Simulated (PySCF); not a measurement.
Cu(OH) (CuHO), SMILES [OH][Cu], multiplicity 1. Atoms are numbered in the order given.

```xyz
3

Cu    -0.0054    -0.4266     0.0000
O      0.1174     1.3359     0.0000
H     -0.7841     1.6851     0.0000
```
Charge 0, spin multiplicity 1.

Geometry optimised at r2SCAN-D4/def2-TZVP. The spin state was assumed, not searched.

Level of theory: PBE/def2-TZVPD run with PySCF.

Symmetry labels are those of the subgroup Cs that the program uses (full group Cs).

Question: List the valence orbital energies around the gap with their symmetry. (Estimate from the structure and the level; the computed values follow.)

Answer: 
```tsv
orbital	symmetry	energy (eV)
HOMO−7	A'	-10.75
HOMO−6	A'	-8.11
HOMO−5	A"	-7.33
HOMO−4	A'	-6.22
HOMO−3	A"	-6.21
HOMO−2	A'	-6.15
HOMO−1	A'	-5.66
HOMO	A"	-5.32
LUMO	A'	-3.62
LUMO+1	A'	-0.56
LUMO+2	A"	-0.36
LUMO+3	A'	0.13
```
